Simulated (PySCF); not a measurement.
# Hartree-Fock beside MP2: AlBH3N2 cation

Calculated results; nothing here was measured. The program is PySCF 2.14.0, an open-source quantum chemistry code, run on an isolated molecule that a program drew, which may never have been made. The molecule is AlBH3N2 cation (charge +1, singlet), drawn as the SMILES string `NB=[N][AlH+]`.

The geometry was optimised and harmonic frequencies were computed with HF and MP2, all in the cc-pV(D+d)Z basis, for the commonest isotopes, with a restricted reference for singlets and an unrestricted one otherwise, and a frozen core in MP2. Each result is a local minimum of its method.

Geometry at the HF minimum:
```xyz
7
AlBH3N2 cation, angstrom
N    -0.6056    1.4494   -0.2078
B     0.0466    0.3228   -0.5794
N     0.6677   -0.7504   -0.9334
Al    1.4678   -2.1336   -1.3903
H    -1.6048    1.5024   -0.1556
H    -0.1266    2.2947    0.0369
H     2.2076   -3.4132   -1.8128
```

Lengths of the bonds as drawn, in Å (atoms numbered as above):
| bond | HF | MP2 |
|---|---|---|
| N1-B2 | 1.354 | 1.365 |
| B2-N3 | 1.290 | 1.310 |
| N3-Al4 | 1.662 | 1.686 |
| N1-H5 | 1.002 | 1.016 |
| N1-H6 | 1.002 | 1.016 |
| Al4-H7 | 1.537 | 1.542 |

Rotational constants, in GHz:
| constant | HF | MP2 |
|---|---|---|
| A | 351.9 | 341.4 |
| B | 2.296 | 2.238 |
| C | 2.281 | 2.224 |

Harmonic frequencies in cm^-1, each column in rising order, so a row needn't be the same motion in every method:
```
rank    HF   MP2
   1   107    81
   2   116    96
   3   391   342
   4   417   371
   5   461   422
   6   469   435
   7   522   461
   8   667   627
   9   998   918
  10  1291     ?
  11  1680  1555
  12  2032  1960
  13  2182  2132
  14  3784  3615
  15  3889  3730
```

**Estimate the missing MP2 frequency from the HF column.**

A single factor s that minimises the squared misfit of MP2 against s times HF over the other rows is sum(HF x MP2) / sum(HF^2) = 0.9556, with an rms misfit of 28 cm^-1. For rank 10 it gives 0.9556 x 1291 = 1234 cm^-1. The calculation gives 1234 cm^-1, the same as the estimate. The drawn bonds are on average 1.2 % longer in MP2 than in HF.
